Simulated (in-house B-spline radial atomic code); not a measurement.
RPA and G0W0 on r2SCAN0: Bi VI (Bi5+)

Configuration [Xe] 4f14 5d10, mean-field start r2SCAN0. Computed with an all-electron radial atomic-structure program (B-spline basis): all electrons, scalar-relativistic (spin-free one-electron X2C), finite nucleus, each spin shell either full or empty, empty states to l = 9 with an (l + 1/2)⁻⁴ tail; G0W0 by contour deformation at full frequency.

Without the two-electron picture change, the correlation of inner shells comes somewhat too large for so heavy an element.

Command:
```bash
python run_gw.py task.json out
```
Settings (radii: box in bohr, nucleus in fm):
```
Z                        83
electrons                78
configuration            [Xe] 4f14 5d10
hamiltonian              x2c
method                   r2scan0
lmax                     9
rms_radius               5.5211
spin_polarised           False
box_radius               10.43
intervals                66
```

Time taken, with all properties: 4.7 s on 1 thread of Intel(R) Xeon(R) Platinum 8259CL CPU @ 2.50GHz, with other jobs on the host.

Energies (hartree):

| term | value |
| --- | --- |
| mean-field total | -21529.86444 |
| Hartree-Fock functional on these orbitals | -21524.15777 |
| direct second order | -7.7763 |
| second-order exchange | 1.9309 |
| SOSEX correction | 1.8357 |

Question: What is the RPA correlation energy, and what remains with SOSEX?

Answer: RPA gives -6.9416 hartree (-2.42 eV per electron); RPA + SOSEX gives -5.106, and the second-order doubles -5.8454 hartree (no singles). SOSEX takes back 26 % of the RPA value.

Quasi-particle levels (eV):

| level | occupied | mean field | Σx - vxc | Σc | QP weight | G0W0 |
| --- | --- | --- | --- | --- | --- | --- |
| 5d | yes | -83.50 | -5.85 | ? | ? | ? |
| 6s | no | -59.67 | 5.83 | -2.43 | 0.977 | -56.26 |

G0W0 = mean field + (Σx - vxc) + Σc, with Σc (partial-wave tail included) taken at the quasi-particle energy. Only the outer levels were computed. Levels of low weight are left out.

Question: Where does G0W0 put 5d?

Answer: At -89.73 eV, with Σc = -0.39 eV and a quasi-particle weight of 0.962. The tabulated removal energy is 88.4 ± 0.7 eV (NIST, semi-empirical); the calculation leaves out spin-orbit coupling, Breit and QED terms, and what these don't explain is the method's own error.
